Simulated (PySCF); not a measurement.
PySCF input file for AlFH₂O, SMILES [OH][AlH][F], ADC(2)/aug-cc-pVDZ. Geometry: PBE-D3(BJ)/def2-TZVP. The values are those of a single conformer.

```python
import numpy as np
from pyscf import gto, scf, dft, adc

mol = gto.M(
    atom='''
    Al   -0.44860157   -0.03949467    0.00000000
    H    -2.01726426   -0.13370658    0.00000000
    F     0.46939403   -1.43102556   -0.00000000
    O     0.29601703    1.49017961   -0.00000000
    H     1.25640215    1.60493043    0.00000000
    ''',
    basis='aug-cc-pVDZ',
    charge=0,
    spin=0,
    max_memory=1600,
    verbose=4,
)
mf = scf.RHF(mol)
mf.conv_tol = 1e-10
mf.max_cycle = 100
mf.kernel()
res = {}
for kind, nroots in (('ee', 6), ('ip', 6), ('ea', 2)):
    a = adc.ADC(mf).density_fit('aug-cc-pvdz-ri')
    a.method, a.method_type = 'adc(2)', kind
    e, v, p, x = a.kernel(nroots=nroots)
    res[kind] = (e * 27.211386245988, p)
for kind, (e, p) in res.items():
    print(kind, 'energies / eV', np.round(e, 3), 'strengths', np.round(p, 4))
```

It prints:

```
PySCF version 2.14.0

[INPUT] verbose = 4
[INPUT] num. atoms = 5
[INPUT] num. electrons = 32
[INPUT] charge = 0
[INPUT] spin (= nelec alpha-beta = 2S) = 0
[INPUT] symmetry False subgroup None
[INPUT] Mole.unit = angstrom
[INPUT] Symbol           X                Y                Z      unit          X                Y                Z       unit  Magmom
[INPUT]  1 Al    -0.448601570000  -0.039494670000   0.000000000000 AA   -0.847734106350  -0.074634109680   0.000000000000 Bohr   0.0
[INPUT]  2 H     -2.017264260000  -0.133706580000   0.000000000000 AA   -3.812076972273  -0.252668817252   0.000000000000 Bohr   0.0
[INPUT]  3 F      0.469394030000  -1.431025560000   0.000000000000 AA    0.887026161206  -2.704246385652   0.000000000000 Bohr   0.0
[INPUT]  4 O      0.296017030000   1.490179610000   0.000000000000 AA    0.559391114907   2.816031339311   0.000000000000 Bohr   0.0
[INPUT]  5 H      1.256402150000   1.604930430000   0.000000000000 AA    2.374255965815   3.032878961680   0.000000000000 Bohr   0.0

nuclear repulsion = 99.0240997055396
number of shells = 34
number of NR pGTOs = 142
number of NR cGTOs = 91
basis = aug-cc-pVDZ
ecp = {}


[settings echo left out]
init E= -417.259238117019
  HOMO = -0.426922156853879  LUMO = -0.0160242976077951  gap/eV = 11.18110
cycle= 1 E= -417.440321352453  delta_E= -0.181  |g|= 0.685  |ddm|= 1.79
  HOMO = -0.420074177576123  LUMO = 0.0274052741978713  gap/eV = 12.17654
cycle= 2 E= -417.504268119018  delta_E= -0.0639  |g|= 0.452  |ddm|= 0.833
  HOMO = -0.494279920310663  LUMO = 0.0278752947475392  gap/eV = 14.20857
cycle= 3 E= -417.539127581268  delta_E= -0.0349  |g|= 0.0372  |ddm|= 0.275
  HOMO = -0.485203311568237  LUMO = 0.0289063310655421  gap/eV = 13.98964
cycle= 4 E= -417.539785217841  delta_E= -0.000658  |g|= 0.00868  |ddm|= 0.0741
  HOMO = -0.485094016993679  LUMO = 0.0288318607287149  gap/eV = 13.98464
cycle= 5 E= -417.539816558857  delta_E= -3.13e-05  |g|= 0.00363  |ddm|= 0.0149
  HOMO = -0.485160165467562  LUMO = 0.0288163499534769  gap/eV = 13.98601
cycle= 6 E= -417.539820533603  delta_E= -3.97e-06  |g|= 0.000975  |ddm|= 0.00383
  HOMO = -0.485226028496663  LUMO = 0.0288129894891675  gap/eV = 13.98771
cycle= 7 E= -417.539821055179  delta_E= -5.22e-07  |g|= 0.000224  |ddm|= 0.00179
  HOMO = -0.485200347069586  LUMO = 0.0288097283885761  gap/eV = 13.98693
cycle= 8 E= -417.539821097236  delta_E= -4.21e-08  |g|= 4.33e-05  |ddm|= 0.000644
  HOMO = -0.485206028216759  LUMO = 0.0288104054357849  gap/eV = 13.98710
cycle= 9 E= -417.539821098939  delta_E= -1.7e-09  |g|= 8.63e-06  |ddm|= 0.000145
  HOMO = -0.485205756974501  LUMO = 0.0288102821318899  gap/eV = 13.98709
cycle= 10 E= -417.539821099001  delta_E= -6.18e-11  |g|= 2.21e-06  |ddm|= 2.51e-05
  HOMO = -0.485205979133602  LUMO = 0.028810302854598  gap/eV = 13.98710
Extra cycle  E= -417.539821099003  delta_E= -2.27e-12  |g|= 1e-06  |ddm|= 3.67e-06
converged SCF energy = -417.539821099003

******** <class 'pyscf.adc.radc.RADC'> ********
******** ADC Orbital Information ********
Number of Frozen Occupied Orbitals: 0
Number of Frozen Virtual Orbitals: 0
Number of Active Occupied Orbitals: 16
Number of Active Virtual Orbitals: 75
*****************************************
******** <class 'pyscf.df.df.DF'> ********
auxbasis = aug-cc-pvdz-ri
Reference correlation energy (doubles): -0.49295163
MP2 correlation energy of reference state (a.u.) = -0.49295163

******** <class 'pyscf.adc.radc_ee.RADCEE'> ********
max_space = 12
max_cycle = 50
conv_tol = 1e-08

*************************************************************
        ADC calculation summary (singlet states only)
*************************************************************
adc(2) root 0  |  Energy (Eh) =   0.2654416550  |  Energy (eV) =   7.22303534  |  Osc. strength = 0.05698593  |  conv = True
adc(2) root 1  |  Energy (Eh) =   0.2825858011  |  Energy (eV) =   7.68955132  |  Osc. strength = 0.03954542  |  conv = True
adc(2) root 2  |  Energy (Eh) =   0.2936504489  |  Energy (eV) =   7.99063572  |  Osc. strength = 0.09555583  |  conv = True
adc(2) root 3  |  Energy (Eh) =   0.2940586049  |  Energy (eV) =   8.00174221  |  Osc. strength = 0.03407463  |  conv = True
adc(2) root 4  |  Energy (Eh) =   0.3122446636  |  Energy (eV) =   8.49661007  |  Osc. strength = 0.10347462  |  conv = True
adc(2) root 5  |  Energy (Eh) =   0.3299803220  |  Energy (eV) =   8.97922192  |  Osc. strength = 0.22048344  |  conv = True

******** <class 'pyscf.adc.radc.RADC'> ********
******** ADC Orbital Information ********
Number of Frozen Occupied Orbitals: 0
Number of Frozen Virtual Orbitals: 0
Number of Active Occupied Orbitals: 16
Number of Active Virtual Orbitals: 75
*****************************************
******** <class 'pyscf.df.df.DF'> ********
auxbasis = aug-cc-pvdz-ri
Reference correlation energy (doubles): -0.49295163
MP2 correlation energy of reference state (a.u.) = -0.49295163

******** <class 'pyscf.adc.radc_ip.RADCIP'> ********
max_space = 12
max_cycle = 50
conv_tol = 1e-08

*************************************************************
        ADC calculation summary (doublet states only)
*************************************************************
adc(2) root 0  |  Energy (Eh) =   0.4130478337  |  Energy (eV) =  11.23960405  |  Spec. factor = 1.74000532  |  conv = True
adc(2) root 1  |  Energy (Eh) =   0.4252117001  |  Energy (eV) =  11.57059971  |  Spec. factor = 1.73523469  |  conv = True
adc(2) root 2  |  Energy (Eh) =   0.4617673635  |  Energy (eV) =  12.56532998  |  Spec. factor = 1.83968239  |  conv = True
adc(2) root 3  |  Energy (Eh) =   0.4963522238  |  Energy (eV) =  13.50643196  |  Spec. factor = 1.74680642  |  conv = True
adc(2) root 4  |  Energy (Eh) =   0.5015359412  |  Energy (eV) =  13.64748810  |  Spec. factor = 1.76628371  |  conv = True
adc(2) root 5  |  Energy (Eh) =   0.5502314509  |  Energy (eV) =  14.97256041  |  Spec. factor = 1.75311099  |  conv = True

******** <class 'pyscf.adc.radc.RADC'> ********
******** ADC Orbital Information ********
Number of Frozen Occupied Orbitals: 0
Number of Frozen Virtual Orbitals: 0
Number of Active Occupied Orbitals: 16
Number of Active Virtual Orbitals: 75
*****************************************
******** <class 'pyscf.df.df.DF'> ********
auxbasis = aug-cc-pvdz-ri
Reference correlation energy (doubles): -0.49295163
MP2 correlation energy of reference state (a.u.) = -0.49295163

******** <class 'pyscf.adc.radc_ea.RADCEA'> ********
max_space = 12
max_cycle = 50
conv_tol = 1e-08

*************************************************************
        ADC calculation summary (doublet states only)
*************************************************************
adc(2) root 0  |  Energy (Eh) =   0.0213523294  |  Energy (eV) =   0.58102648  |  Spec. factor = 1.97725473  |  conv = True
adc(2) root 1  |  Energy (Eh) =   0.0231003658  |  Energy (eV) =   0.62859297  |  Spec. factor = 1.97914302  |  conv = True
ee energies / eV [7.223 7.69  7.991 8.002 8.497 8.979] strengths [0.057  0.0395 0.0956 0.0341 0.1035 0.2205]
ip energies / eV [11.24  11.571 12.565 13.506 13.647 14.973] strengths [1.74   1.7352 1.8397 1.7468 1.7663 1.7531]
ea energies / eV [0.581 0.629] strengths [1.9773 1.9791]
```

Self-consistency was reached.
